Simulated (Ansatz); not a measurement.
Method: frozen-core CCSD(T)/aug-cc-pVTZ // B3LYP-D3(BJ)/def2-TZVPD (Ansatz, a first-principles code).

Ansatz 0.2 input:
```yaml
crystal:
  periodic: [false, false, false]
  atoms:
    - { symbol: N, position_ang: [1.258528, -0.376135, 0.440655] }
    - { symbol: Si, position_ang: [-0.305656, 0.002158, 0.032857] }
    - { symbol: H, position_ang: [1.978231, -0.029612, -0.188126] }
    - { symbol: H, position_ang: [-0.906257, -0.492848, -1.289986] }
    - { symbol: H, position_ang: [-1.266766, -0.570516, 1.044931] }
    - { symbol: H, position_ang: [-0.75808, 1.466954, -0.040331] }
basis:
  gaussian: { orbitals: aug-cc-pVTZ }
correlation:
  method: ccsd_t
total_charge: -1
```

Output:

```
Functional definition: HF
1045 factors; integrals over basis functions are off by at most 1.4e-3 eV
mean field evaluation 1: about -9406.1154 eV, gradient 2.2e1 eV
mean field evaluation 2: about -9406.1241 eV, gradient 2.2e1 eV
mean field evaluation 4: about -9407.5472 eV, gradient 3.4e0 eV
mean field evaluation 8: about -9407.5895 eV, gradient 1.2e-3 eV
mean field evaluation 16: about -9407.5864 eV, gradient 6.5e-1 eV
mean field -9407.58945675 eV, -345.7225358426 hartree, gradient 2.1e-6 eV, S^2 0.000000; 0 other end points of the search recorded, 0 dependent functions left out
6 core orbitals not correlated
reference -9407.58945675 eV, -345.7225358426 hartree; 7, 7 occupied and 175, 175 virtual orbitals, 1045 factors
second order -10.31125758 eV of doubles, -0.00000000 eV of singles
cycle   1  -10.52057778 eV  change   -2.1e-1 eV  update   8.8e-2
cycle   2  -10.81818010 eV  change   -3.0e-1 eV  update   2.9e-2
cycle   3  -10.91330538 eV  change   -9.5e-2 eV  update   1.6e-2
cycle   4  -10.90922176 eV  change    4.1e-3 eV  update   4.3e-3
cycle   5  -10.90649776 eV  change    2.7e-3 eV  update   2.4e-3
cycle   6  -10.90702310 eV  change   -5.3e-4 eV  update   9.5e-4
cycle   7  -10.90711635 eV  change   -9.3e-5 eV  update   3.8e-4
cycle   8  -10.90699549 eV  change    1.2e-4 eV  update   1.9e-4
cycle   9  -10.90698425 eV  change    1.1e-5 eV  update   7.0e-5
cycle  10  -10.90702919 eV  change   -4.5e-5 eV  update   2.8e-5
cycle  11  -10.90700182 eV  change    2.7e-5 eV  update   1.4e-5
cycle  12  -10.90700242 eV  change   -5.9e-7 eV  update   5.6e-6
perturbative correction -0.46869177 eV, -0.0172241048 hartree
Total energy: -9418.96515094 eV, -346.1405848933 hartree
```

Cost: around 30 core-seconds (rough).
